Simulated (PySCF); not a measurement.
## CrSi at PBE0

Level: PBE0. basis Cr x2c-TZVPPall, Si x2c-TZVPPall; spin-free X2C with a Gaussian nucleus; PySCF 2.14.

| Property | Result |
| --- | --- |
| state | ⁹Σ⁻ (nonet), unpaired electrons σ ↑↑, π ↑↑↑↑, δ ↑↑, a second solution, started from another occupation |
| bond length | 2.523 Å |
| harmonic wavenumber | 273 cm⁻¹ |
| force constant | 0.798 mdyn/Å |
| rotational constant Be | 0.1457 cm⁻¹ |
| anharmonicity ωexe | 1.68 cm⁻¹ |
| vibration–rotation constant αe | 0.00110 cm⁻¹ |
| energy of the minimum from ground-state Cr (3d5 4s1) + Si | -1.25 eV |
| bond order (Mayer) | 1.01 |
| dipole moment (positive dipole means Cr(−)Si(+)) | -3.56 D |
